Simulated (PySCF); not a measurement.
CH12O2Si5.
SMILES with atom numbers: `[CH3:1][O:2][Si@H:3]1[SiH2:4][Si@H:5]([O:6][SiH3:7])[SiH2:8]1`

Structure used (GFN2-xTB), in Å, numbered top down from 1:
```xyz
20
CH12O2Si5 angstrom
C     -3.569   -0.248    0.032
O     -2.732   -1.317   -0.248
Si    -1.095   -1.298   -0.374
Si    -0.239    0.378   -1.827
Si     0.924    1.332   -0.004
O      2.542    1.079   -0.167
Si     3.816    0.138   -0.452
Si     0.007   -0.273    1.466
H     -4.592   -0.620    0.093
H     -3.303    0.219    0.986
H     -3.510    0.510   -0.755
H     -1.010   -2.731   -0.670
H     -1.247    1.271   -2.436
H      0.527   -0.060   -3.006
H      0.964    2.776    0.280
H      3.783   -0.239   -1.865
H      4.972    0.962   -0.113
H      3.702   -1.049    0.398
H      0.922   -1.109    2.260
H     -0.870    0.291    2.515
```

NICS is the negative of the GIAO shielding at a point without a nucleus: at the ring centre (0) and 1 Å above and below it (1); zz is the component along the ring normal. Level: GIAO PBE0/pcSseg-1 (PySCF, non-relativistic, gas phase) on the GFN2-xTB geometry, one conformer.

Ring bond lengths (Å), with Mayer bond orders in brackets: Si3–Si4 2.378 (0.82), Si4–Si5 2.363 (0.86), Si5–Si8 2.362 (0.85), Si8–Si3 2.378 (0.82).

Q: What do the NICS probes read (ppm)?

A: 
| ring | type | NICS(0) | NICS(1), two faces | NICS(1)zz, two faces | rms pucker (Å) | centre to ring atoms, mean (Å) |
| --- | --- | --- | --- | --- | --- | --- |
| Si3–Si4–Si5–Si8 | 4-membered ring with 4 Si; formal bonds all single | 4.7 | 0.1 / -0.3 | 4.1 / 4.3 | 0.02 | 1.68 |

Q: What do they say, and how far can they be read as aromaticity?

A: 
- Si3–Si4–Si5–Si8: mean NICS(1)zz 4.2 ppm, deshielded. Si3, Si4, Si5, Si8 have four or more neighbours, so the value isn't read as a sign of a π ring current.

Q: At the second NICS(1) probe listed for ring Si3–Si4–Si5–Si8, 1 Å off the ring, what do the in-plane components average?

A: The isotropic value is a third of the trace: (3 × -0.3 − (4.3))/2 = -2.6 ppm.

Q: List the ring angles and the Hirshfeld charges of the ring atoms.

A: 
- Si3–Si4–Si5–Si8: Si3 90.1° (+0.249 e), Si4 89.5° (+0.119 e), Si5 90.8° (+0.256 e), Si8 89.5° (+0.119 e); sum 359.9° against 360° for a flat convex ring.

Q: What are the shieldings of the ring atoms and their hydrogens in the same run (means over atoms taken as equivalent)?

A: 
```tsv
atoms	environment	σ isotropic (ppm)	principal values of the symmetric part, first atom (ppm)
Si3	oxygen-bound silicon	330.8	244.8, 328.6, 419.1
Si4 (×2)	SiH2 silicon	445.6	357.4, 452.4, 528.6
Si5	oxygen-bound silicon	340.4	262.1, 339.2, 419.9
H12	Si–H hydrogen	25.25	21.4, 24.7, 29.6
H13 (×2)	Si–H hydrogen	27.23	23.8, 25.8, 32.1
H14 (×2)	Si–H hydrogen	27.41	23.7, 25.6, 32.9
H15	Si–H hydrogen	25.06	21.4, 24.3, 29.4
```

The run took 1.8 min wall on one thread, Intel Xeon at 2.70 GHz (x86_64), no GPU, shared host with 64 logical CPUs at a one-minute load of 61, and the process peaked at 1.1 GiB of memory. This is the whole shielding run at PBE0/pcSseg-1, SCF included.
